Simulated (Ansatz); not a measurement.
`BB1C=C1` + `N[SiH](F)F` → `BN[SiH](F)F` + `B1C=C1` at 700 K and 1 bar (cleavage of the B–B bond).

Gas-phase electronic energies from Ansatz, PBE0-D4/def2-TZVP geometries. CBS: MP2 limit from def2 TZ/QZ plus the TZ coupled-cluster correction, frozen cores. This one scheme is used for every species. One conformer a species, not always the lowest.

| species | CCSD(T)/CBS energy (Eh) | H − E (kJ/mol) | S (J/(mol·K)) |
| --- | --- | --- | --- |
| `BB1C=C1` | -128.00789 | 198.4 | 363.1 |
| `N[SiH](F)F` | -545.34917 | 165.4 | 392.7 |
| `BN[SiH](F)F` | -570.77155 | 212.1 | 441.6 |
| `B1C=C1` | -102.63332 | 149.8 | 298.3 |

H − E and S are ideal-gas, rigid-rotor, harmonic terms from PBE0-D4/def2-TZVP, for one conformer and one mirror image of each species. 1 Eh = 2625.50 kJ/mol, R = 8.31446 J/(mol·K).

By hand: ΔE, ΔH, ΔS and ΔG.

ΔE = (-570.77155) + (-102.63332) − (-128.00789) − (-545.34917) = -0.04781 Eh = -125.5 kJ/mol. Δ(H − E) = 212.1 + 149.8 − 198.4 − 165.4 = -1.9, so ΔH = -127.4 kJ/mol. ΔS = 441.6 + 298.3 − 363.1 − 392.7 = -15.9 J/(mol·K). ΔG = -127.4 − 700 × (-15.9)/1000 = -116.3 kJ/mol.

By hand: the equilibrium constant, and the temperature at which ΔG would vanish if ΔH and ΔS stayed fixed.

log₁₀ K = −ΔG/(RT ln 10) = 8.7. ΔG = 0 at ΔH/ΔS = 8013 K, far beyond where these terms or the molecules hold.

ΔH outweighs TΔS. A doubt of 5 kJ/mol in ΔE shifts log₁₀ K by 0.4 here. Other conformers and mirror images would add mixing entropy, several J/(mol·K) or more a flexible species. Modes under 60 cm⁻¹, often nearly free rotors, make the harmonic entropy too high. These are equilibria of isolated gas molecules and say nothing of rates. Largest T1 diagnostic: 0.013 (customary marks: 0.02 for closed shells, 0.045 for open ones).
